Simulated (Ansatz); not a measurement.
Ideal-gas functions of CH₆BIn, SMILES `C[BH][InH2]` at 500 K and 1 bar, from an Ansatz frequency run at PBE0-D4/def2-TZVP.

Molar mass 143.69 g/mol, point group C1 (symmetry number 1), electronic degeneracy 1, moments of inertia 16.636, 203.73, 208.959 u Å². Harmonic wavenumbers (cm⁻¹, unscaled): 110, 158, 169, 258, 396, 504, 575, 631, 780, 818, 1034, 1103, 1298, 1417, 1467, 1763, 1774, 2560, 2987, 3078, 3134.

Use S(trans) = R[1.5 ln M + 2.5 ln T − 1.1517]; rotational temperatures θ = 24.2544 K / I; S(rot) = R[ln(√π/σ · √(T³/θAθBθC)) + 1.5]; for each mode x = 1.438777 ν̃/T, S = R[x/(eˣ − 1) − ln(1 − e⁻ˣ)] and H = RT x/(eˣ − 1); 1 cm⁻¹ = 0.0119627 kJ/mol; R = 8.31446 J/(mol·K).

By hand: the entropy, in J/(mol·K).

Translation 181.6. Rotation: θ = 1.4579, 0.1191, 0.1161 K, giving 111.0. Vibration, mode by mode: 17.91, 14.94, 14.39, 10.98, 7.66, 5.92, 5.02, 4.41, 3.14, 2.88, 1.77, 1.51, 0.96, 0.73, 0.65, 0.32, 0.31, 0.04, 0.01, 0.01, 0.01, in all 93.6. Electronic 0.0. Sum 386.2 J/(mol·K).

By hand: H − E and G − E in kJ/mol, counted from the electronic energy.

Zero-point energy ½ × 26014 × 0.0119627 = 155.6; thermal vibration 24.6; translation, rotation and pV give 4 RT = 16.6. H − E = 196.8 kJ/mol, and G − E = 196.8 − 500 × 386.2/1000 = 3.7 kJ/mol.

Vibration gives 24 % of the entropy, 17.9 J/(mol·K) of it from the mode under 150 cm⁻¹: soft modes count most, and the harmonic formula is weakest for them. The sum counts one conformer and one mirror image; others add a mixing term.
